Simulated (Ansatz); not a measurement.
CH₆AlNSi (`C[N]1[AlH][SiH2]1`), 10 atoms. The species carries charge 0 and has multiplicity 1. All runs use 2 threads of an Arm Neoverse V1 on a shared host. Correlated methods freeze the cores.

Problem. Give the basis size and wall time and peak host memory of each of these runs in Ansatz. RKS ωB97M-V/def2-QZVPP energy; RHF-MP2/def2-QZVPP energy; RKS PBE0-D4/def2-SVP energy; direct RPA on PBE orbitals/def2-TZVPP energy; RKS r2SCAN-D4/def2-TZVPP energy and forces; RKS BHLYP-D4/def2-TZVPP energy; RKS ωB97M-V/def2-SVP energy; RHF-CCSD(T)/def2-SVP energy; RKS LC-ωPBE/def2-TZVPP energy; RKS PBE0-D4/def2-QZVPP energy; RKS ωB97X-V/def2-TZVPP energy; RKS PBE0-D4/def2-TZVP relaxation (8 steps). (An estimate is asked.)

Solution. Ansatz gave: Other jobs shared the machine, so times are rough.

```tsv
level	job	functions	wall time	peak host memory (GiB)
RKS PBE0-D4/def2-SVP	energy	94	1.6 s	0.19
RHF-CCSD(T)/def2-SVP	energy	94	3.7 s	0.31
RKS LC-ωPBE/def2-TZVPP	energy	230	3.8 s	0.39
RKS BHLYP-D4/def2-TZVPP	energy	230	4.3 s	0.51
RKS r2SCAN-D4/def2-TZVPP	energy and forces	230	7 s	0.3
RKS ωB97M-V/def2-SVP	energy	94	7 s	0.28
direct RPA on PBE orbitals/def2-TZVPP	energy	230	7.5 s	0.55
RKS ωB97X-V/def2-TZVPP	energy	230	12 s	0.62
RKS PBE0-D4/def2-QZVPP	energy	434	13 s	1.3
RHF-MP2/def2-QZVPP	energy	434	27 s	2.3
RKS ωB97M-V/def2-QZVPP	energy	434	30 s	1.6
RKS PBE0-D4/def2-TZVP	relaxation (8 steps)	172	38 s	0.39
```

LC-ωPBE has ω = 0.4 bohr⁻¹.
